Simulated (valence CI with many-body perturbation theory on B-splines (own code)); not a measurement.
## Au8+: one-electron terms

Computed by configuration interaction combined with many-body perturbation theory (CI+MBPT): three valence electrons over a frozen Dirac-Fock core [Xe] 4f14, radial functions for each j: 9 s, 9 p, 10 d, 8 f, 5 g, 3 h, 1 i, with the one-electron correlation potential Σ1 (screened to all orders), the two-electron term Σ2, the three-electron term Σ3, Breit, model QED; selected single and double excitations, second order for the rest, scaled by the run's own slope (own B-spline code, finite nucleus).

No measured spectrum was set against this ion. As an estimate, terms of the open shell hold to 2 to 4 % of their energy, and close levels can change places; different configurations can be misplaced against each other by 1,000 to 8,000 cm⁻¹. Core correlation moves these levels by up to 15000 cm⁻¹, and in measured spectra 5 to 20 % of such shifts remained as error; rates that hang on mixing are uncertain with them. The list stops below the first excitations out of the core.

These are the spectroscopic orbitals of the CI (the correlating ones are not listed), shaped by the core and the other valence electrons. h is the expectation value of the core's Dirac-Fock operator, without the valence repulsion; Σ1 is computed up to l = 3 at one energy for each symmetry, that of its lowest orbital but kept below the first core excitation, so for empty shells it is not the orbital's own correlation shift; Breit and QED include the response of the core.

| Orbital | h (hartree) | Σ1 (cm⁻¹) | Breit (cm⁻¹) | QED (cm⁻¹) | ⟨r⟩ (bohr) |
| --- | --- | --- | --- | --- | --- |
| 6s1/2 | -4.8177 | -11852 | 479 | 510 | 1.864 |
| 7s1/2 | -2.8609 | -3532 | 197 | 204 | 3.197 |
| 8s1/2 | -1.9116 | -1692 | 106 | 110 | 4.814 |
| 6p1/2 | -4.2859 | -9035 | 683 | 4.5 | 2.050 |
| 7p1/2 | -2.6156 | -3228 | 322 | 2.3 | 3.424 |
| 8p1/2 | -1.7732 | -1601 | 176 | 1.3 | 5.128 |
| 6p3/2 | -4.0799 | -7256 | 328 | 38.7 | 2.164 |
| 7p3/2 | -2.5183 | -2743 | 160 | 19.0 | 3.563 |
| 8p3/2 | -1.7189 | -1392 | 101 | 10.7 | 5.296 |
| 5d3/2 | -6.1226 | -15015 | 471 | -176 | 1.221 |
| 6d3/2 | -3.2762 | -4033 | 170 | -35.9 | 2.552 |
| 7d3/2 | -2.1166 | -1846 | 88.3 | -17.4 | 4.117 |
| 5d5/2 | -6.023 | -14081 | 103 | -118 | 1.247 |
| 6d5/2 | -3.2392 | -3943 | 69.7 | -21.1 | 2.586 |
| 7d5/2 | -2.0977 | -1824 | 39.6 | -9.9 | 4.157 |
| 5f5/2 | -3.7303 | -12975 | -107 | -52.7 | 1.869 |
| 6f5/2 | -2.3507 | -4487 | -42.4 | -24.8 | 3.405 |
| 5f7/2 | -3.7201 | -12077 | -175 | -45.1 | 1.877 |
| 6f7/2 | -2.3442 | -4196 | -77.1 | -20.8 | 3.417 |
| 5g7/2 | -2.3897 |  | -15.0 | -3.1 | 2.937 |
| 5g9/2 | -2.3906 |  | -15.9 | -2.9 | 2.935 |

Among the shells of the start configuration 5d3, Σ1 is largest in size for 5d3/2, where it is 1.1 % of h.

Lowest root of each symmetry, sizes in configuration state functions:

| J | Parity | Roots | Reference | Variational | Second order | Change by selected CI (cm⁻¹) | Change by second order (cm⁻¹) |
| --- | --- | --- | --- | --- | --- | --- | --- |
| 1/2 | even | 5 | 43 | 6215 | 31743 | -4189 | -4 |
| 3/2 | even | 10 | 71 | 10707 | 65299 | -3215 | -2 |
| 5/2 | even | 10 | 79 | 12486 | 82075 | -2663 | -2 |
| 7/2 | even | 6 | 66 | 11137 | 75499 | -2969 | -3 |
| 9/2 | even | 5 | 49 | 9564 | 65058 | -3546 | -4 |
| 11/2 | even | 1 | 25 | 4982 | 44504 | -4364 | -8 |
| 1/2 | odd | 3 | 36 | 5790 | 27706 | -3929 | -5 |
| 3/2 | odd | 4 | 62 | 9260 | 50389 | -3228 | -5 |
| 5/2 | odd | 4 | 69 | 10412 | 60357 | -2677 | -4 |
| 7/2 | odd | 3 | 62 | 10896 | 63607 | -2671 | -5 |
| 9/2 | odd | 2 | 44 | 9259 | 56412 | -3251 | -8 |
